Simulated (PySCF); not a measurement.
# Excitation energy of Li by level of theory

Li [He] 2s1 (2S) → Li [He] 2p1 (2P), as a difference of total energies. Calculation: PySCF 2.14, in aug-cc-pCVTZ; the non-relativistic Hamiltonian (point nucleus). Correlated levels: valence and next inner shell: nothing frozen. The calculations carry no spin-orbit coupling.

```csv
method,excitation energy (eV)
UHF,1.842
LDA,1.600
PBE,1.558
PBE0,1.642
r2SCAN,1.608
wB97X,1.740
M06-2X,1.722
MP2 (valence and next inner shell),1.850
SCS-MP2 (valence and next inner shell),1.852
```

**Question.** Estimate what BLYP gives.

**Answer.** 1.521 eV, closest to PBE among the rows shown.

**Question.** Estimate what TPSSh gives.

**Answer.** 1.617 eV, closest to r2SCAN among the rows shown.

Errors of the correlated levels include the incompleteness of this basis.

For comparison: 1.848 eV (measured; NIST levels, between the centres of gravity of the two terms).
